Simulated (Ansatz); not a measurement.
`C=C1O[SiH2]1`, charge 0, multiplicity 1.

Task: Give a relaxed structure at PBE0-D4/def2-TZVP (Ansatz 0.2.0). (An estimate is asked.)

Result: The calculation gave: 
Cartesian coordinates in Å:
```
C -1.023 0.016 1.276
C -0.260 0.037 0.202
O -0.538 0.490 -1.096
Si 1.043 -0.099 -0.997
H -0.633 -0.376 2.205
H -2.042 0.386 1.249
H 1.325 -1.352 -1.726
H 2.126 0.899 -1.113
```
Point group Cs.
